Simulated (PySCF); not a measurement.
dibromosilane, Br₂H₂Si, SMILES Br[SiH2]Br, point group C2v.

Force field and properties: PBE0/pcSseg-1 (PySCF, grid level 2). Vibrational terms come from second-order perturbation theory with semi-diagonal cubic constants, by steps of ±0.6 along the normal coordinates of each isotopologue. The parent has the commonest isotopes.

Equilibrium geometry (Å):

```
atom        x        y        z
 Br1   1.8712   1.0148  -0.0153
 Si2   0.0004  -0.1709  -0.0086
 Br3  -1.7777   1.1479  -0.0754
  H4  -0.0485  -0.9537   1.2445
  H5  -0.0108  -1.0268  -1.2138
```

Task: Give the equilibrium and ground-state rotational constants (MHz) of parent; ²H at 4; ⁸¹Br at 1; ⁸¹Br at 1, ²⁹Si at 2; ²⁹Si at 2; ²H at 4, ²H at 5; ²⁹Si at 2, ²H at 4.

Result: 
```tsv
species	Ae	Be	Ce	A0	B0	C0	Δ0 (u Å²)	harmonic ZPE (cm⁻¹)
parent	10643	954.86	885.61	10588	953.59	883.66	-5.789	4320
²H at 4	9630.3	952.36	880.06	9585.3	951	878.08	-8.593	3789
⁸¹Br at 1	10624	943.12	875.37	10569	941.86	873.45	-5.789	4319
⁸¹Br at 1, ²⁹Si at 2	10387	943.11	873.72	10332	941.89	871.81	-5.783	4311
²⁹Si at 2	10406	954.86	883.93	10351	953.62	881.99	-5.783	4312
²H at 4, ²H at 5	8796.6	949.4	874.99	8759.7	947.94	872.98	-11.910	3255
²⁹Si at 2, ²H at 4	9438.8	952.35	878.43	9395.1	951.01	876.47	-8.594	3780
```

Δ0 = Ic − Ia − Ib from the ground-state constants.

Task: How is the parent's vibrational correction B0 − Be made up?

Result: 
```
axis  harmonic  Coriolis  cubic  total (MHz)
   a      39.6     -4.21  -91.3        -55.9
   b     0.833    -0.021  -2.08        -1.27
   c     0.465    -0.052  -2.37        -1.96
```

Task: And its quartic centrifugal distortion constants from the harmonic force field?

Result: Asymmetric top, A reduction, Ir representation: ΔJ = 0.181 kHz, ΔJK = -5.92 kHz, ΔK = 95.9 kHz, δJ = 0.0243 kHz, δK = 0.664 kHz.

Task: Which nuclear quadrupole couplings χaa, χbb, χcc (MHz) does the parent show, at equilibrium and averaged?

Result: 79Br at 1: 206.2, -9.4, -196.8 and 205.3, -7.7, -197.5; 79Br at 3: 206.2, -9.4, -196.8 and 205.2, -7.7, -197.5.

A mode lies under 250 cm⁻¹, where this perturbation treatment is rough.
